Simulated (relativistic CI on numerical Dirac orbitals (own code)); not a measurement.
## Transition arrays of Cu IX

These numbers are calculated, not measured: Dirac-Coulomb-Breit CI, orbitals from a KLI potential per configuration, a model potential for QED, valence Slater integrals scaled by 0.9, whole transition arrays (own radial code, finite nucleus).

Configurations in the expansion (outside the closed core [Ne] 3s2): 3p⁶3d³, 3p⁶3d²4f, 3p⁵3d⁴, 3p⁶3d²4p, 3p⁶3d²5f. Levels of other configurations are missing.

All E1 lines from the levels of 3p⁶3d³; mean and standard deviation are weighted by gf, and upper levels are sorted by their leading configuration.

```csv
Upper configuration,Lines,Σgf,Mean (eV),Mean (nm),σ (eV),Strongest line (nm)
3p⁶3d²4f,721,188.7,125.68,9.865,2.50,9.773
3p⁵3d⁴,1695,227.6,87.71,14.135,6.99,13.034
3p⁶3d²4p,489,59.3,85.46,14.508,2.78,14.213
3p⁶3d²5f,721,99.3,150.73,8.225,2.66,8.142
```

Σgf per state of the lower configuration in bins of 0.2 nm over the central range (centre: value): 8.1: 0.40, 8.3: 0.31, 8.5: 0.06, 9.5: 0.11, 9.7: 0.71, 9.9: 0.45, 10.1: 0.19, 10.3: 0.08, 10.5: 0.01, 10.7: 0.01, 12.7: 0.09, 12.9: 0.07, 13.1: 0.32, 13.3: 0.07, 13.5: 0.17, 13.7: 0.19, 13.9: 0.14, 14.1: 0.16, 14.3: 0.17, 14.5: 0.13, 14.7: 0.23, 14.9: 0.10, 15.1: 0.08, 15.3: 0.09, 15.5: 0.14, 15.7: 0.02, 15.9: 0.04, 16.1: 0.06.

Problem. How do configuration mixing and the scaling of the Slater integrals move the arrays?

Solution. Slater scale 0.9, no configuration mixing: 3p⁶3d²4f 125.4 ± 2.4 eV (Σgf 154.6), 3p⁵3d⁴ 88.1 ± 6.4 eV (Σgf 306.5), 3p⁶3d²4p 85.4 ± 2.2 eV (Σgf 24.1), 3p⁶3d²5f 150.6 ± 2.6 eV (Σgf 68.7); Slater scale 1: 3p⁶3d²4f 125.8 ± 2.8 eV (Σgf 194.9), 3p⁵3d⁴ 89.3 ± 7.7 eV (Σgf 228.0), 3p⁶3d²4p 85.8 ± 2.9 eV (Σgf 56.9), 3p⁶3d²5f 150.8 ± 3.0 eV (Σgf 102.7); Slater scale 0.8: 3p⁶3d²4f 125.5 ± 2.2 eV (Σgf 182.9), 3p⁵3d⁴ 85.9 ± 6.3 eV (Σgf 225.7), 3p⁶3d²4p 85.6 ± 2.3 eV (Σgf 62.6), 3p⁶3d²5f 150.6 ± 2.4 eV (Σgf 96.2). With mixing, levels are counted to their leading configuration, so an array can shrink or vanish into another, and the sums then hold other lines.
